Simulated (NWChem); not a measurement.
SnH4O4; SMILES [OH][Sn]([OH])([OH])[OH]

```xyz
9

O      1.5046    -0.7241     1.0374
Sn     0.0000     0.0000     0.0000
O     -1.5046     0.7241     1.0374
O      0.7241     1.5046    -1.0374
O     -0.7241    -1.5046    -1.0374
H      2.1312    -0.0288     1.2741
H     -2.1312     0.0288     1.2741
H      0.0288     2.1312    -1.2741
H     -0.0288    -2.1312    -1.2741
```
Atoms are numbered in this order, from 1.

Results from NWChem. STO-3G and 3-21G are far too small for this property and stand as cheap habits. All runs use the structure optimised with PBE0/def2-SVP. No frequency run checked for a minimum. def2 effective core potentials on Sn; no spin-orbit coupling. B3LYP is NWChem's, with the RPA form of VWN correlation. Field at 589 nm.

For level B3LYP/def2-SVP (core potentials):

- isotropic polarisability (bohr³) = 43.5
- anisotropy (bohr³) = 5.0

Q: How do the values read with level B3LYP/STO-3G (all-electron, non-relativistic) instead?

A: 
* **isotropic polarisability (bohr³)**: 27.4
* **anisotropy (bohr³)**: 7.9
